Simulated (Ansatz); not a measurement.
`C=C[Si](F)(F)F` → `C=CF` + `F[Si]F`  (silylene loss)

Calculated with Ansatz (gas phase, PBE0-D4/def2-TZVP geometries, no zero-point term in ΔE). CCSD(T)/CBS adds triple-zeta CCSD(T) − MP2 to the extrapolated MP2 energy (def2 sets, frozen cores). This one scheme is used for every species. DFT in def2-TZVPP. B3LYP here is the variant with VWN-RPA as its local correlation; programs differ in this. One conformer a species, not always the lowest.

`C=C[Si](F)(F)F`:

Cartesian coordinates in Å:
```
C -0.301 1.109 -1.028
C -0.254 0.666 0.225
Si 0.305 -1.023 0.632
F 0.699 -1.807 -0.680
F -0.811 -1.857 1.372
F 1.563 -1.019 1.584
H -0.635 2.114 -1.269
H -0.009 0.485 -1.867
H -0.558 1.330 1.031
```

`C=CF`:

Cartesian coordinates in Å:
```
C -0.159 -0.036 -0.682
C 0.208 0.031 0.580
F -0.677 0.081 1.580
H -1.203 -0.052 -0.969
H 0.600 -0.075 -1.451
H 1.230 0.051 0.941
```

`F[Si]F`:

Z-matrix (Å, degrees):
```
Si
F 1 1.602
F 1 1.602 2 100.6
```

| level | ΔE (kJ/mol) | difference from CCSD(T)/CBS |
| --- | --- | --- |
| BLYP-D4 | 341.0 | -47.9 |
| B3LYP-D4 | 364.8 | -24.1 |
| ωB97M-V | 365.6 | -23.3 |
| CAM-B3LYP | 365.3 | -23.6 |
| HF/def2-SVP | 365.0 | -23.9 |
| CCSD(T)/def2-SVP | 347.6 | -41.3 |
| HF/def2-TZVPP | 389.9 | 1.0 |
| MP2/def2-TZVPP | 402.2 | 13.3 |
| SCS-MP2/def2-TZVPP | 390.5 | 1.6 |
| CCSD/def2-TZVPP | 383.6 | -5.3 |
| CCSD(T)/CBS | 388.9 | 0 |

Largest T1 diagnostic among the species: 0.015.

From BLYP to BHLYP (50 % exact exchange), in def2-TZVPP and without D4, ΔE moves by +60.4 kJ/mol. Leaving LDA and LC-ωPBE aside and taking each functional with its dispersion term where it has one, the values, not all of them listed here, spread over 63.4 kJ/mol, from BLYP-D4 to r2SCAN0-D4. LDA lies +30.5 kJ/mol from PBE without D4. At CCSD(T), def2-SVP lies −41.3 kJ/mol from the extrapolated value and def2-TZVPP −7.0 kJ/mol.
